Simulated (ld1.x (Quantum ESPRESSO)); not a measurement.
# phosphorus (P): one change to an ultrasoft potential, before and after

ld1.x (Quantum ESPRESSO) 7.5 input, shortened:

```
&input
   title='P', zed=15., rel=0, dft='PBE', iswitch=3,
   config='[Ne] 3s1.5 3p3.5'
 /
 &inputp
   pseudotype=3, tm=.true., lloc=-1, rcloc=1.55,
   nlcc=.false.
 /
4
3S  1  0   1.50   0.00  1.30  1.80  0.0
3S  1  0   0.00  -0.70  1.30  1.80  0.0
3P  2  1   3.50   0.00  1.65  1.75  0.0
3P  2  1   0.00   0.35  1.65  1.75  0.0
 &test
   configts(1)='3s1.5 3p3.5'
 /
```

All-electron outer shells of the reference configuration (PBE, non-relativistic, ld1.x):

```json
{"shell": "2p", "level (eV)": "-125.27", "outermost node (bohr)": "–", "outermost maximum (bohr)": "0.36"}
{"shell": "3s", "level (eV)": "-14.25", "outermost node (bohr)": "0.66", "outermost maximum (bohr)": "1.58"}
{"shell": "3p", "level (eV)": "-5.80", "outermost node (bohr)": "0.64", "outermost maximum (bohr)": "1.83"}
```

Change: all radii scaled by about 1.18 (s 2.12, p 2.06 bohr, rcut 1.54/1.94); local potential all-electron potential smoothed inside 1.82 bohr (lloc = -1).

Cutoffs: the cutoffs (Ry, on a coarse ladder) from which the occupation-weighted sum of valence levels, in a spherical-Bessel basis at the reference potential, stays within 10 and 1 mRy of its value at 400 Ry; they do not see the model core or the augmentation charge, which bear on the density cutoff. Errors are all-electron minus pseudo energies relative to the spin-unpolarised reference configuration.

Question: How do hardness, ghosts and transferability respond?

Answer: The potential gets softer (12 Ry and 21 Ry → 12 Ry and 18 Ry); of the 7 tests that both files solve, the error grows in 1 and shrinks in 4 by more than 15 % and 0.3 meV (median size 4.1 → 0.7 meV); neither file shows a bound ghost. A larger radius leaves more room for a smooth pseudo-wave, so fewer plane waves are needed.

```tsv
quantity	base	changed
cutoff, loose	12 Ry	12 Ry
cutoff, tight	21 Ry	18 Ry
bound ghosts	none	none
error for 3s2 3p3, meV [ΔE -4.21 eV]	+1.8	+0.2
error for 3s2 3p2, meV [ΔE 5.54 eV]	+3.5	+0.2
error for 3s2 3p1, meV [ΔE 24.69 eV]	+12	+11
error for 3s2 3p0, meV [ΔE 54.44 eV]	+52	+60
error for 3s2 3p2.5, meV [ΔE -0.43 eV]	+2.4	0.0
error for 3s0 3p5, meV [ΔE 12.82 eV]	+4.1	-0.7
error for 3s1 3p0, meV [ΔE 106.33 eV]	+195	+217
lowest overlap eigenvalue by channel	s 0.40, p 0.71	s 0.42, p 0.83
```
